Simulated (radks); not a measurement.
Ionisation of the silicon ion Si2+, [Ne] 3s2, to [Ne] 3s1 as the strength of local exchange is varied. Calculated with a radial shooting solver on a logarithmic mesh with Libxc functionals: scalar-relativistic Kohn-Sham, Slater X-alpha exchange (alpha = 2/3 is LDA exchange), no correlation, spin-polarised, spherical densities, finite nucleus; Fermi nuclear charge, rms radius 3.1224 fm.

[
 {"alpha": "0.65", "E(Si2+) (hartree)": "-286.52230", "exchange (hartree)": "-17.61816", "IE (eV)": "31.802", "-e of the level emptied (eV)": "27.175 (3s)", "<r> of it (bohr)": "1.967"},
 {"alpha": "0.667", "E(Si2+) (hartree)": "-286.98345", "exchange (hartree)": "-18.10146", "IE (eV)": "31.982", "-e of the level emptied (eV)": "27.378 (3s)", "<r> of it (bohr)": "1.962"},
 {"alpha": "0.712", "E(Si2+) (hartree)": "-288.20690", "exchange (hartree)": "-19.38629", "IE (eV)": "32.462", "-e of the level emptied (eV)": "27.921 (3s)", "<r> of it (bohr)": "1.947"},
 {"alpha": "0.81", "E(Si2+) (hartree)": "-290.88522", "exchange (hartree)": "-22.21217", "IE (eV)": "33.520", "-e of the level emptied (eV)": "29.120 (3s)", "<r> of it (bohr)": "1.916"},
 {"alpha": "0.826", "E(Si2+) (hartree)": "-291.32431", "exchange (hartree)": "-22.67715", "IE (eV)": "33.695", "-e of the level emptied (eV)": "29.318 (3s)", "<r> of it (bohr)": "1.911"},
 {"alpha": "0.959", "E(Si2+) (hartree)": "-294.99389", "exchange (hartree)": "-26.58160", "IE (eV)": "35.161", "-e of the level emptied (eV)": "30.989 (3s)", "<r> of it (bohr)": "1.872"}
]

NIST Atomic Spectra Database: 33.493 eV (measured). The Delta-SCF value meets it near alpha = 0.81.
